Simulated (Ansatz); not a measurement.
Calculated with Ansatz (gas phase, PBE0-D4/def2-TZVP geometries, no zero-point term in ΔE). CBS: MP2 limit from def2 TZ/QZ plus the TZ coupled-cluster correction, frozen cores. This one scheme is used for every species. Functionals use def2-TZVPP. B3LYP here is the variant with VWN-RPA as its local correlation; programs differ in this. HSE06 is defined as in plane-wave codes. One conformer a species, not always the lowest.

Reaction (silylene formation by 1,1-elimination): `F[SiH2]C[SiH3]` → `C[SiH2]F` + `[SiH2]`

Task: Is it downhill or uphill in electronic energy at CCSD(T)/CBS, and by how much? (Estimate.)

Result: Ansatz gave: Uphill: ΔE = +2.48 eV.

Task: What do these levels give: BLYP-D4, B97M-V, B3LYP-D4, ωB97X-V, B2PLYP, r2SCAN, PBE0, B3LYP, HSE06, CAM-B3LYP, LC-ωPBE, CCSD/def2-TZVPP? (An estimate is asked.)

Result: Computed: BLYP-D4 2.29, B97M-V 2.39, B3LYP-D4 2.40, ωB97X-V 2.57, B2PLYP 2.40, r2SCAN 2.64, PBE0 2.51, B3LYP 2.26, HSE06 2.51, CAM-B3LYP 2.40, LC-ωPBE 2.65, CCSD/def2-TZVPP 2.36 eV.

Largest T1 diagnostic among the species: 0.014.

The D4 term adds +0.14 eV with B3LYP and +0.08 eV with PBE0; it sums over pairs of atoms, weighted by their polarisabilities, and B3LYP, whose exchange is more repulsive, gets the larger term. In def2-TZVPP, CCSD(T) changes the Hartree–Fock value by +0.16 eV (the triples alone add +0.05 eV) and MP2 by +0.37 eV. At CCSD(T), def2-SVP lies −0.18 eV from the extrapolated value and def2-TZVPP −0.07 eV.
